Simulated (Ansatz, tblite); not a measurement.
Sn nanocrystals, cubic, H-capped: gap (eV) at several levels, gas phase, relaxed structures; Ansatz, xTB through tblite. Core potentials for Sn in the def2 sets, no spin–orbit coupling. A dash marks a value that wasn't run or was left out as unsound. The structures are stationary points that may keep the symmetry of their start.

| species | state | geometry | GFN1-xTB | GFN2-xTB | PBE-D4/def2-SVP | PBE-D4/def2-TZVP | PBE0-D4/def2-SVP |
| --- | --- | --- | --- | --- | --- | --- | --- |
| Sn9H16 | singlet | PBE-D4/def2-SVP | 2.45 | 1.76 | 3.79 | 3.72 | 5.44 |
| Sn10H16 | singlet | PBE-D4/def2-SVP | 2.31 | 1.68 | 3.73 | 3.66 | 5.39 |
| Sn13H20 | singlet | PBE-D4/def2-SVP | 1.99 | 1.37 | 3.38 | 3.31 | 4.99 |
| Sn19H28 | singlet | PBE-D4/def2-SVP | 1.37 | 0.84 | 2.85 | 2.79 | 4.32 |
| Sn20H28 | singlet | PBE-D4/def2-SVP | 1.53 | 1.04 | 2.89 | 2.85 | 4.41 |
| Sn21H32, disc | singlet | PBE-D4/def2-SVP | 1.66 | 1.11 | 2.92 | 2.87 | 4.44 |
| Sn22H28 | singlet | PBE-D4/def2-SVP | 1.24 | 0.80 | 2.79 | 2.74 | 4.28 |
| Sn26H30 | singlet | PBE-D4/def2-SVP | 0.99 | 0.54 | 2.69 | 2.63 | 4.18 |
| Sn29H36 | singlet | PBE-D4/def2-SVP | 1.09 | 0.67 | 2.63 | – | 4.11 |
| Sn30H36 | singlet | PBE-D4/def2-SVP | 1.04 | 0.62 | 2.61 | – | 4.08 |
| Sn31H36 | singlet | r2SCAN-D4/def2-SVP | 1.15 | 0.73 | 2.70 | – | 4.18 |

**Question.** Estimate the column for PBE0-D4/def2-TZVP.

**Answer.** Sn9H16 5.36; Sn10H16 5.31; Sn13H20 4.91; Sn19H28 4.26; Sn20H28 4.36; Sn21H32, disc 4.38; Sn22H28 4.22; Sn26H30 4.13.

Over the 8 species that have every level, the mean is 1.69 at GFN1-xTB, 1.14 at GFN2-xTB, 3.13 at PBE-D4/def2-SVP, 3.07 at PBE-D4/def2-TZVP, 4.68 at PBE0-D4/def2-SVP, 4.62 at PBE0-D4/def2-TZVP. Orbital gaps grow with the share of exact exchange and aren't one observable across functionals.
